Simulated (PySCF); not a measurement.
C2H8FNSi2, SMILES [Si@H]1(F)[Si@H](CN1)C. The structure is a stationary point at TPSSh-D3(BJ)/def2-SVP. The structure was generated by enumeration; whether it is a known compound was not checked.

Computed equilibrium geometry at TPSSh-D3(BJ)/def2-SVP (PySCF confirms it by a frequency run) as Cartesian coordinates in Å:
```xyz
14

C      2.4434    -0.7287    -0.1414
Si     0.8760     0.0208    -0.8715
C     -0.6163    -1.1947    -1.0939
N     -1.5912    -0.4310    -0.2869
Si    -0.7895     0.8759     0.5119
F     -0.5695     0.6666     2.1284
H      2.9084    -1.4402    -0.8438
H      2.2107    -1.2623     0.7936
H      3.1832     0.0552     0.0874
H      1.1790     0.7657    -2.1279
H     -0.9393    -1.3077    -2.1453
H     -0.4179    -2.2075    -0.6929
H     -2.5437    -0.7843    -0.2148
H     -1.4902     2.1852     0.4430
```
